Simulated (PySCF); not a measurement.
Fill in the blanks.

C₅H₃NS.
SMILES: `N#CC1=CC=CS1`

| property | level | value |
| --- | --- | --- |
| point group | PBE0-D3(BJ)/def2-SVP | ? |
| rotational constants A, B, C | PBE0-D3(BJ)/def2-SVP | 5.386, 1.815, 1.357 GHz |
| dipole moment | PBE0/def2-SVPD | 4.86 D |
| HOMO energy | PBE0/def2-SVPD | -7.56 eV |
| LUMO energy | PBE0/def2-SVPD | ? |
| lowest singlet excitation | TDDFT PBE0/def2-SVPD | 5.11 eV (242 nm, f = 0.210) |
| lowest triplet excitation (Tamm–Dancoff) | TDA PBE0/def2-SVPD | ? |
| static isotropic polarisability | PBE0/def2-SVPD | 79.9 au |
| vertical ionisation energy | ΔSCF PBE0/def2-SVPD | 9.42 eV |
| electronic spatial extent ⟨r²⟩ about the centre of nuclear charge | PBE0/def2-SVPD | 817 bohr² |
| 13C chemical shifts (computed TMS as zero) by class | GIAO PBE0/pcSseg-1 | 142.5 (1 C), 140.0 (1 C), 131.9 (1 C), 119.1 (1 C), 118.7 (1 C) ppm |
| 1H chemical shifts (computed TMS as zero) by class | GIAO PBE0/pcSseg-1 | 7.60 (1 H), 7.35 (1 H), 7.18 (1 H) ppm |
| isotropic shieldings of nuclei other than C and H, by class | GIAO PBE0/pcSseg-1 | ? |

Gas-phase values; electronic properties from PySCF, density fitting. Isolated species at its PBE0-D3(BJ)/def2-SVP geometry, gas phase.

Task: What is the point group?

Result: Cs.

Task: The isotropic shieldings of nuclei other than C and H, by class?

Result: -65 (1 N), 232 (1 S) ppm.

Task: Give the lowest triplet excitation (Tamm–Dancoff).

Result: 3.30 eV.

Task: The LUMO energy?

Result: -1.88 eV.

The polarisability is 11.84 Å³ as a volume (1 au = 0.148185 Å³), or 1.43 au for each of the 56 electrons. In wavenumbers S1 is 41200 cm⁻¹ (1 eV = 8065.54 cm⁻¹). The rotational constants make it an asymmetric top with κ = (2B − A − C)/(A − C) = -0.77, nearer the prolate limit (−1).
